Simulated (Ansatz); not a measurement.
Geometry optimisation, RHF/def2-SVP in Ansatz.

Input file:

```yaml
crystal:
  periodic: [false, false, false]
  atoms:
    - { symbol: Ta, position_ang: [0.0, 0.0, 0.0] }
    - { symbol: F, position_ang: [2.28, 0.0, 0.0] }
    - { symbol: F, position_ang: [0.0, 0.0, 1.93] }
    - { symbol: "N", position_ang: [0.0, 0.0, -2.16] }
    - { symbol: H, position_ang: [-0.6116, -0.6845, -2.69] }
    - { symbol: H, position_ang: [0.6116, 0.6845, -2.69] }
    - { symbol: Cl, position_ang: [-1.235, 2.139, 0.0] }
    - { symbol: Cl, position_ang: [-1.235, -2.139, 0.0] }
    - { symbol: H, position_ang: [0.6622, -1.7344, -0.9815] }
    - { symbol: H, position_ang: [1.6779, -1.2665, -0.7167] }
basis:
  gaussian: { orbitals: def2-SVP }
hamiltonian:
  xc: hf
relax:
  f_tol: 0.15
  max_steps: 25
  restrain:
    - { distance: [0, 8], at: 1.8, k: 30.0 }
    - { distance: [9, 1], at: 0.92, k: 30.0 }
    - { distance: [0, 1], at: 3.13, k: 30.0 }
    - { distance: [9, 8], at: 1.86, k: 30.0 }
```

Run as:

```bash
$ ansatz run input.yaml --threads 2 --pin off --max-ram 3072MiB --backend cpu --events-out ev --progress --plain --runs-dir out
```

Task: Where does it end, and by what steps?

Result: It converged. The restraints hold the end off the free minimum; the threshold counts their pulls, which the force column leaves out. Restrained pairs: Ta1–H9 (2.10 → 1.79 Å), F2–H10 (1.57 → 0.91 Å), Ta1–F2 (2.28 → 3.13 Å), H9–H10 (1.15 → 1.87 Å). After 14 steps the energy has fallen by 4.061 eV (the restraints' own energy left out); Cl8 moved furthest, 1.45 Å.

| step | energy less start (eV) | largest force component (eV/Å) | accepted |
| --- | --- | --- | --- |
| 0 | 0.0000 | 4.812 | yes |
| 1 | 0.8411 | 3.577 | yes |
| 2 | 0.0471 | 3.455 | yes |
| 3 | -1.0408 | 2.925 | yes |
| 4 | -2.2700 | 1.636 | yes |
| 5 | -2.9899 | 0.926 | yes |
| 6 | -3.4402 | 1.556 | yes |
| 7 | -3.6855 | 1.014 | yes |
| 8 | -3.8700 | 0.729 | yes |
| 9 | -3.9561 | 0.541 | yes |
| 10 | -4.0045 | 0.493 | yes |
| 11 | -4.0165 | 1.148 | yes |
| 12 | -4.0461 | 0.573 | yes |
| 13 | -4.0519 | 0.478 | yes |
| 14 | -4.0605 | 0.525 | yes |

```xyz
10
Properties=species:S:1:pos:R:3
Ta -0.457 -0.382 -0.229
F 2.611 0.218 -0.190
F 0.253 -0.721 1.491
N -0.229 -0.217 -2.171
H 0.399 -0.707 -2.780
H -0.692 0.518 -2.686
Cl -0.604 1.927 0.077
Cl -2.499 -1.438 -0.051
H 0.875 -1.512 -0.597
H 2.494 -0.685 -0.173
```

Time of the run: 76 s on 2 threads of Intel(R) Xeon(R) Platinum 8375C CPU @ 2.90GHz (Ice Lake) (shared host), peak memory 0.34 GiB.
